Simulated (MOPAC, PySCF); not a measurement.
C₃H₄S, SMILES `C(S)#CC`, neutral singlet in the gas phase. 

Cartesian coordinates (Å):
```xyz
8

C     -1.4829     0.0794     0.0400
C     -0.0391     0.1306    -0.0594
C      1.1631     0.1645    -0.1433
S      2.8287     0.3602    -0.2512
H     -1.8940    -0.6668    -0.6446
H     -1.8087    -0.1709     1.0529
H     -1.9175     1.0467    -0.2259
H      3.1504    -0.9437    -0.3422
```
Charge 0, multiplicity 1.

All levels are single points at this geometry (PBE0-D3(BJ)/def2-TZVP); Pople sets use spherical d functions. Orbital energies aren't observables, and empty levels follow the basis.

SVWN5/6-31G* in PySCF gives dipole (D) = 1.48.

Problem. Estimate the dipole (D) from each of these levels: M06-2X/def2-TZVP in PySCF; B3LYP/6-311+G** in PySCF; B3LYP/6-31G* in PySCF; B3LYP/LANL2DZ in PySCF; PBE/6-31G* in PySCF; HF/3-21G in PySCF; HF/6-31G* in PySCF; PM7 in MOPAC.

Solution. 
| level | dipole (D) |
|---|---|
| M06-2X/def2-TZVP in PySCF | 1.34 |
| B3LYP/6-311+G** in PySCF | 1.37 |
| B3LYP/6-31G* in PySCF | 1.40 |
| B3LYP/LANL2DZ in PySCF | 1.69 |
| PBE/6-31G* in PySCF | 1.42 |
| HF/3-21G in PySCF | 1.85 |
| HF/6-31G* in PySCF | 1.52 |
| PM7 in MOPAC | 2.23 |
